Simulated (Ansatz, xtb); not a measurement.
# GaH3SiTe: which of two structures lies lower

Structure a is `[SiH3][Te][Ga]`, a singlet and structure b is a singlet given by its coordinates. Both are isolated molecules in the gas phase, relaxed with PBE0-D3(BJ)/def2-SVP.

a (Å):

| atom | x (Å) | y (Å) | z (Å) |
| --- | --- | --- | --- |
| Ga | 1.4762 | -1.2105 | 2.0892 |
| Si | -0.0085 | 1.3688 | 3.0539 |
| Te | -0.6408 | 0.0700 | 1.0483 |
| H | -1.0575 | 1.3867 | 4.1143 |
| H | 0.4436 | 2.7582 | 2.7530 |
| H | 1.1947 | 0.6350 | 3.6411 |

b (Å):

```yaml
atoms:
  - { symbol: Ga, position_ang: [1.3860, -0.9111, 1.3810] }
  - { symbol: Si, position_ang: [0.5162, 0.3593, -0.7111] }
  - { symbol: Te, position_ang: [-0.7793, -1.8961, -0.6342] }
  - { symbol: H, position_ang: [-1.7125, -1.3978, 0.6571] }
  - { symbol: H, position_ang: [-0.5286, 1.4014, -1.0016] }
  - { symbol: H, position_ang: [1.2224, 0.1127, -2.0198] }
```

Close contacts (Å): Ga1–Si2 2.60, Ga1–Te3 3.12, Si2–Te3 2.60, Si2–H5 1.50, Si2–H6 1.51, Te3–H4 1.67.

Quicker runs give these differences E(b) − E(a): GFN2-xTB +25.7 kcal/mol; HF/STO-3G +41.5 kcal/mol (at GFN2-xTB geometries); r2SCAN-D4/def2-SVP +27.5 kcal/mol (at GFN2-xTB geometries).

Task: Estimate E(b) − E(a) at the level CCSD(T)/def2-TZVP.

Result: Calculated at CCSD(T)/def2-TZVP: E(b) − E(a) = +31.6 kcal/mol, so structure a lies lower.

Level by level:

```csv
level,geometry,E(b) − E(a) (kcal/mol),departure from the last row (kcal/mol),"job, with rough time for the two"
GFN2-xTB,GFN2-xTB,+25.7,−5.9,"optimisation, 0.17 s"
HF/STO-3G,GFN2-xTB,+41.5,+9.9,"single point, 5 s"
r2SCAN-D4/def2-SVP,GFN2-xTB,+27.5,−4.1,"single point, 3.1 s"
PBE0-D3(BJ)/def2-SVP,PBE0-D3(BJ)/def2-SVP,+29.2,−2.4,"optimisation, 47 s"
HF/def2-TZVP,PBE0-D3(BJ)/def2-SVP,+35.3,+3.7,part of the CCSD(T) run
MP2/def2-TZVP,PBE0-D3(BJ)/def2-SVP,+35.0,+3.4,part of the CCSD(T) run
CCSD(T)/def2-TZVP,PBE0-D3(BJ)/def2-SVP,+31.6,,"single point, 83 s"
```

None of the levels shown reverses the order. The largest departure from CCSD(T)/def2-TZVP is that of HF/STO-3G, 9.9 kcal/mol.

With harmonic frequencies from PBE0-D3(BJ)/def2-SVP (ideal gas, rigid rotor, one conformer each, 400 K, 1 atm): on the last row, ΔE + ΔZPE = +30.0, ΔH = +30.6, ΔG = +29.3 kcal/mol.

The correlated steps freeze 18 core orbitals; the filled d shell of Ga and Te is correlated, in a basis made for valence electrons. Atoms past krypton carry core potentials in the def2 sets, other sets are all-electron and non-relativistic, and no spin–orbit term is included. Mirror images aren't counted in ΔG. Run with Ansatz 0.2.0, xtb 6.7.1; the last row on 2 threads of Arm Neoverse V2 on a shared host.
